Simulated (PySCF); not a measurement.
Ta (tantalum, neutral) across methods

[Xe] 4f14 5d5, high-spin 6S determinant (an excited configuration). All numbers are calculated (PySCF 2.14, a scalar-relativistic core potential, in aug-cc-pwCVTZ-PP with ECP60MDF). The B2PLYP total includes its PT2 part (frozen core); its orbital energies are those of the SCF part.

```
 method  E (hartree)  mean ε 5p α (eV)  mean ε 5p β (eV)  mean ε 5d α (eV)  Σ⟨r²⟩ (bohr²)   ⟨S²⟩
    UHF    -56.63512           -46.675           -40.926            -5.623          51.58  8.756
    LDA     -57.0478           -36.317           -34.214            -2.686          54.19  8.751
 r2SCAN     -57.2091           -37.463           -34.529            -2.530          52.91  8.752
 B2PLYP     -56.9881           -41.887           -37.988            -4.039          52.61  8.752
LC-wPBE     -57.1886           -41.289           -38.457            -5.517          51.32  8.753
   PBE0     -57.1776           -38.990           -35.991            -3.366          52.79  8.752
    PBE     -57.2157           -36.307           -34.123            -2.539          54.07  8.751
```

Task: Estimate the same row for B97-3.

Result: E (hartree) = -57.1782; mean ε 5p α (eV) = -39.183; mean ε 5p β (eV) = -36.340; mean ε 5d α (eV) = -3.230; Σ⟨r²⟩ (bohr²) = 52.71; ⟨S²⟩ = 8.751.

Energies and moments cover only the electrons outside the core potential. Spin-orbit coupling, which splits the p, d and f shells strongly at this Z, is absent.
